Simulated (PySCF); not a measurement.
## Spinor energies of Er⁵⁰⁺ (erbium, charge +50)

Start: [Ar]. Calculated with PySCF 2.14 in an uncontracted even-tempered set (18 s from 4.6 bohr⁻², ratio 2.6; 14 p from 5.9 bohr⁻², ratio 2.6; 5 d from 6.1 bohr⁻², ratio 2.8; 3 f from 97 bohr⁻², ratio 2.8): generalised Hartree-Fock with the X2C-1e Hamiltonian and a Gaussian nucleus; spin-orbit coupling (SO) screened by Boettger's factors.

```json
{"spinor shell": "1s1/2", "electrons": "2", "ε, screened SO (eV)": "-61151.9", "weight of nominal j (screened SO)": "1.000", "rms radius, screened SO (bohr)": "0.0231"}
{"spinor shell": "2s1/2", "electrons": "2", "ε, screened SO (eV)": "-13113.3", "weight of nominal j (screened SO)": "1.000", "rms radius, screened SO (bohr)": "0.0924"}
{"spinor shell": "2p1/2", "electrons": "2", "ε, screened SO (eV)": "-12655.3", "weight of nominal j (screened SO)": "1.000", "rms radius, screened SO (bohr)": "0.0788"}
{"spinor shell": "2p3/2", "electrons": "4", "ε, screened SO (eV)": "-11717.4", "weight of nominal j (screened SO)": "1.000", "rms radius, screened SO (bohr)": "0.0853"}
{"spinor shell": "3s1/2", "electrons": "2", "ε, screened SO (eV)": "-5066.3", "weight of nominal j (screened SO)": "1.000", "rms radius, screened SO (bohr)": "0.224"}
{"spinor shell": "3p1/2", "electrons": "2", "ε, screened SO (eV)": "-4878.0", "weight of nominal j (screened SO)": "1.000", "rms radius, screened SO (bohr)": "0.213"}
{"spinor shell": "3p3/2", "electrons": "4", "ε, screened SO (eV)": "-4641.5", "weight of nominal j (screened SO)": "1.000", "rms radius, screened SO (bohr)": "0.224"}
```

```json
{"quantity": "E (hartree)", "screened SO": "-10710.55754"}
{"quantity": "M_J", "screened SO": "0"}
{"quantity": "⟨J²⟩", "screened SO": "0.000"}
{"quantity": "⟨L²⟩", "screened SO": "0.038"}
{"quantity": "⟨S²⟩", "screened SO": "0.038"}
```

Breit and QED terms are absent; they matter most for the inner s and p1/2 levels.

Densities and radii are taken from the X2C orbitals without a picture-change correction, which distorts them close to the nucleus.
